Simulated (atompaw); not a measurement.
u(r) = r·R(r): atom against pseudo-atom (N (Z = 7))

Columns: radius, all-electron u(r) and pseudo u(r) of the 2p shell (level -7.04 eV) of nitrogen in the configuration [He] 2s2 2p3; PBEsol, scalar-relativistic, PAW (atompaw) scheme, atompaw 4.2.0.5.

```json
{"r (bohr)": "0.058", "all-electron": "0.0280", "pseudo": "0.0061"}
{"r (bohr)": "0.115", "all-electron": "0.0915", "pseudo": "0.0238"}
{"r (bohr)": "0.173", "all-electron": "0.1729", "pseudo": "0.0531"}
{"r (bohr)": "0.231", "all-electron": "0.2595", "pseudo": "0.0928"}
{"r (bohr)": "0.288", "all-electron": "0.3429", "pseudo": "0.1404"}
{"r (bohr)": "0.346", "all-electron": "0.4220", "pseudo": "0.1960"}
{"r (bohr)": "0.404", "all-electron": "0.4933", "pseudo": "0.2569"}
{"r (bohr)": "0.462", "all-electron": "0.5560", "pseudo": "0.3210"}
{"r (bohr)": "0.519", "all-electron": "0.6092", "pseudo": "0.3851"}
{"r (bohr)": "0.577", "all-electron": "0.6551", "pseudo": "0.4493"}
{"r (bohr)": "0.635", "all-electron": "0.6927", "pseudo": "0.5106"}
{"r (bohr)": "0.692", "all-electron": "0.7222", "pseudo": "0.5663"}
{"r (bohr)": "0.750", "all-electron": "0.7451", "pseudo": "0.6169"}
{"r (bohr)": "0.808", "all-electron": "0.7616", "pseudo": "0.6604"}
{"r (bohr)": "0.865", "all-electron": "0.7723", "pseudo": "0.6954"}
{"r (bohr)": "0.923", "all-electron": "0.7782", "pseudo": "0.7229"}
{"r (bohr)": "0.981", "all-electron": "0.7798", "pseudo": "0.7421"}
{"r (bohr)": "1.038", "all-electron": "0.7777", "pseudo": "0.7536"}
{"r (bohr)": "1.096", "all-electron": "0.7723", "pseudo": "0.7583"}
{"r (bohr)": "1.154", "all-electron": "0.7643", "pseudo": "0.7569"}
{"r (bohr)": "1.212", "all-electron": "0.7540", "pseudo": "0.7507"}
{"r (bohr)": "1.269", "all-electron": "0.7421", "pseudo": "0.7408"}
{"r (bohr)": "1.327", "all-electron": "0.7284", "pseudo": "0.7280"}
{"r (bohr)": "1.385", "all-electron": "0.7135", "pseudo": "0.7134"}
{"r (bohr)": "1.442", "all-electron": "0.6978", "pseudo": "0.6978"}
{"r (bohr)": "1.500", "all-electron": "0.6812", "pseudo": "0.6812"}
```

(1) How many radial nodes do the two functions have?

(2) Is the pseudo-wave norm-conserving?

Answers

(1) The all-electron 2p function has n − l − 1 = 0; the pseudo-wave has 0.

(2) No, it belongs to a PAW set: the norm inside the radius is not constrained, and the difference is carried by the augmentation charge.
